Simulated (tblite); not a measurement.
C5H10N2S.
Geometry (GFN2-xTB, Å), atoms numbered from 1 in this order:
```xyz
18
C5H10N2S angstrom
C      2.8268    1.2742   -0.1838
N      1.5124    0.7612    0.0178
C      0.9237    0.1415   -0.9132
C     -0.4367   -0.3856   -0.8682
S     -1.0473   -0.8045   -2.3603
N     -1.1499   -0.5163    0.2545
C     -0.7112   -0.1098    1.5662
C     -2.4911   -1.0452    0.2196
H      3.4799    0.8396    0.5750
H      2.7982    2.3518   -0.0147
H      3.2322    1.0677   -1.1826
H      1.3899   -0.0084   -1.8951
H      0.2921    0.3024    1.5104
H     -0.7259   -0.9697    2.2406
H     -1.3926    0.6484    1.9600
H     -2.6551   -1.5705   -0.7197
H     -3.2230   -0.2377    0.3012
H     -2.6311   -1.7329    1.0541
```

Level: GFN2-xTB in tblite, geometry and Hessian alike; calculated harmonic values, unscaled, isolated species. The method is semi-empirical: single wavenumbers can be off by several per cent or more. One conformer, not necessarily the lowest. The optimisation stopped once no atom felt more than 0.01 eV/Å.

Lowest wavenumbers of the output (negative numbers stand for imaginary wavenumbers):
```
mode    cm-1
  1     -36.7
  2      39.2
  3      96.7
  4     112.8
  5     163.7
  6     184.1
  7     193.6
  8     272.4
```

Problem. Is this structure a minimum?

Solution. Not by this Hessian. 1 mode is imaginary beyond 20i (37i cm⁻¹), so at this level the point lies at or near a first-order saddle. The curvature is small, so loose convergence or finite differences may be the whole cause.

Problem. Which atoms move in the imaginary mode?

Solution. 37i: H17 (methyl hydrogen) 35 %, H16 (methyl hydrogen) 31 %, H18 (methyl hydrogen) 21 %. These are shares of the mass-weighted motion.

Problem. What is the remedy?

Solution. Step along that mode in both directions, optimise again with tighter thresholds and repeat the frequencies. The zero-point energy of this point (90.9 kcal/mol) counts the 47 real modes alone, and thermal corrections from it aren't those of a minimum.
